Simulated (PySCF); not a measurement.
C₄H₄F₄OS.
Z-matrix (Å and degrees, GFN2-xTB geometry), rows numbered from 1:
```
F 
C   1  1.3420
F   2  1.3405  1  107.74
C   2  1.5471  1  109.69  3  -119.68
F   4  1.3586  2  108.46  1  -174.57
F   4  1.3664  2  108.04  1   -62.69
O   4  1.3340  2  110.93  1    60.50
C   7  1.4091  4  116.91  2  -179.86
C   8  1.4778  7  115.35  4  -171.03
S   8  1.7957  7  117.86  4   -96.06
H   2  1.1005  1  109.42  3   118.93
H   8  1.0858  7  113.27  4    44.04
H   9  1.0811  8  116.82 10  -107.07
H   9  1.0810  8  118.47 10   107.54
```

Vertical excitations from PySCF (density fitting, frozen core in the response, grid level 2 and gas phase unless stated; continuum runs use non-equilibrium linear response for the excitations) on a GFN2-xTB geometry. Reference run:

| settings | S1, eV (f) | S2, eV (f) | S3, eV (f) | S4, eV (f) | S5, eV (f) | S6, eV (f) | T1, eV (Tamm–Dancoff) | mean α (au) |
| --- | --- | --- | --- | --- | --- | --- | --- | --- |
| PBE0/def2-SVPD, full TDDFT, 6 singlets | 5.02 (0.000) | 6.53 (0.012) | 6.73 (0.044) | 7.16 (0.017) | 7.34 (0.010) | 7.50 (0.025) | 4.53 | 74.1 |

Problem. What do these settings give: (1) BP86/def2-SVP, TDA, 25 singlets; (2) mPW1PW91/pcseg-1, IEF-PCM chloroform, energy threshold 1e-08 Eh, fitting basis def2-universal-jkfit, TDA, 6 singlets?

Solution. 
| settings | S1, eV (f) | S2, eV (f) | S3, eV (f) | S4, eV (f) | S5, eV (f) | S6, eV (f) | T1, eV (Tamm–Dancoff) | mean α (au) |
| --- | --- | --- | --- | --- | --- | --- | --- | --- |
| BP86/def2-SVP, TDA, 25 singlets | 5.08 (0.001) | 6.76 (0.001) | 6.82 (0.003) | 7.04 (0.005) | 7.23 (0.024) | 7.31 (0.082) | 4.52 | 60.1 |
| mPW1PW91/pcseg-1, IEF-PCM chloroform, energy threshold 1e-08 Eh, fitting basis def2-universal-jkfit, TDA, 6 singlets | 5.17 (0.000) | 7.17 (0.000) | 7.60 (0.026) | 7.83 (0.101) | 8.12 (0.105) | 8.37 (0.003) | – | 71.0 |

(1) S1 moves by +0.06 eV; functional, basis and response scheme change together, so the shift can't be laid on one. (2) S1 moves by +0.15 eV; functional, basis, environment and response scheme change together, so the shift can't be laid on one. States are counted by energy in each run and needn't keep their character from row to row.

Problem. Which orbital pairs make up S1 in each run, and how does it sit against the orbital gap?

Solution. 
```json
{"settings": "PBE0/def2-SVPD, full TDDFT, 6 singlets", "S1 configurations (weight)": "H→L 0.98", "S1 (eV)": "5.02", "orbital gap (eV)": "6.83", "S1 − gap (eV)": "-1.81"}
{"settings": "BP86/def2-SVP, TDA, 25 singlets", "S1 configurations (weight)": "H→L 1.00", "S1 (eV)": "5.08", "orbital gap (eV)": "4.84", "S1 − gap (eV)": "+0.24"}
{"settings": "mPW1PW91/pcseg-1, IEF-PCM chloroform, energy threshold 1e-08 Eh, fitting basis def2-universal-jkfit, TDA, 6 singlets", "S1 configurations (weight)": "H→L 0.99", "S1 (eV)": "5.17", "orbital gap (eV)": "7.05", "S1 − gap (eV)": "-1.88"}
```

One conformer (not necessarily the lowest) at the GFN2-xTB geometry, without vibrations or thermal averaging.
